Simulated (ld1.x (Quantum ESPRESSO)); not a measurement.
**Transferability test, PAW potential for Br**

```json
{
 "Element": "Br (Z = 35)",
 "Generator": "ld1.x (Quantum ESPRESSO) 7.5",
 "Type": "PAW",
 "Functional": "LDA (PZ)",
 "Relativity": "scalar-relativistic",
 "Frozen core": "[Ar] 3d10",
 "Valence charge": "7",
 "Reference configuration": "4s1 4p6",
 "Partial waves": "4s (bound): rcut 1.20, rcutus 1.40 bohr; 4s channel at -0.85 Ry: rcut 1.20, rcutus 1.40 bohr; 4p (bound): rcut 1.15, rcutus 1.50 bohr; 4p channel at 1.35 Ry: rcut 1.15, rcutus 1.50 bohr",
 "Local potential": "all-electron potential smoothed inside 1.25 bohr (lloc = -1)",
 "Core correction": "Bessel-smoothed model core, default radius (core density twice the valence density)",
 "Augmentation charge": "PSQ, inside the norm-conserving radii"
}
```

Energies are relative to the spin-unpolarised reference configuration 4s1 4p6; without spin polarisation the order of configurations can differ from experiment. Spin-polarised rows fill each open shell by Hund’s rule, majority spin first.

```
   valence configuration  charge  ΔE all-electron (eV)  error AE − PS (meV)
                 4s2 4p5       0               -12.418                 -2.5
                 4s2 4p2      +3                57.455                  -56
                 4s1 4p5      +1                13.333                 -4.8
               4s2 4p5.3    -0.3               -14.425                 -3.0
               4s2 4p4.5    +0.5                -7.268                 -1.8
4s1 4p6 (spin-polarised)       0                -0.217                 -1.9
4s2 4p5 (spin-polarised)       0               -12.569                 -3.1
```

Problem. What are ΔE and the potential's error for 4s2 4p4?

Solution. ΔE = 0.290 eV all-electron; the error (AE − PS) is -1.9 meV.

Problem. What are ΔE and the potential's error for 4s2 4p3?

Solution. ΔE = 23.234 eV all-electron; the error (AE − PS) is -12 meV.
